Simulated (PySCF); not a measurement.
Telling isomers of C₅H₆F₂O₂ apart by NMR

Fast rotation and ring inversion assumed for equivalent nuclei, single conformer, gas phase, non-relativistic Hamiltonian. GIAO PBE0/pcSseg-1 shieldings; coordinates at the GFN2-xTB level; PySCF 2.14.

δ = σ(ref) − σ, references computed at the same level: TMS for $^{1}$H, $^{13}$C. Splittings of carbon signals by F and P are missing where no couplings were computed. Where no couplings were computed, multiplicities follow the n + 1 count of equivalent neighbours, and m marks all less simple cases (inequivalent or close neighbours, rings, F or P nearby). Shifts are as computed. Against solution values, carbons near 30 ppm lie about +3 ppm off and those near 130 ppm about +5 ppm. Of 1211 compounds with measured shifts, 218 miss one by over three times the rms of a fit or turn the order of signals round; such compounds aren't used in these exercises.

(1) Tabulate the signals of `COC(=O)/C=C/C(F)F`, `FC(F)O[C@H]1C=COC1` and their relative energies.

(2) What is the quickest way to tell COC(=O)/C=C/C(F)F from FC(F)O[C@H]1C=COC1?

## Answers

(1) 
```tsv
SMILES	carbon types	δC	δH	E rel. (kcal/mol)
COC(=O)/C=C/C(F)F	1×C 3×CH 1×CH3	172.4, 148.5, 133.1, 119.1, 54.3	7.18 (m, 1H), 6.75 (m, 1H), 6.48 (m, 1H), 4.00 (s, 3H)	0.0
FC(F)O[C@H]1C=COC1	4×CH 1×CH2	159.9, 122.4, 107.1, 80.8, 76.9	6.64 (d, 1H), 6.47 (m, 1H), 5.96 (m, 1H), 5.53 (m, 1H), 4.59 (m, 1H), 4.54 (m, 1H)	10.6
```

Energies are electronic energies at PBE0/pcSseg-1 on these geometries, without zero-point or thermal terms, each for the one conformer computed, which needn't be the lowest.

(2) Both give the same number of carbon signals, but DEPT or the intensities differ. The first has an ester carbonyl carbon (C) at 172.4 ppm, the second an sp3 CH2 bonded to O at 76.9 ppm. Their most deshielded carbons lie at 172.4 and 159.9 ppm. In the proton spectra the most deshielded non-exchanging signals are 7.18 (m, 1H) and 6.64 (d, 1H).
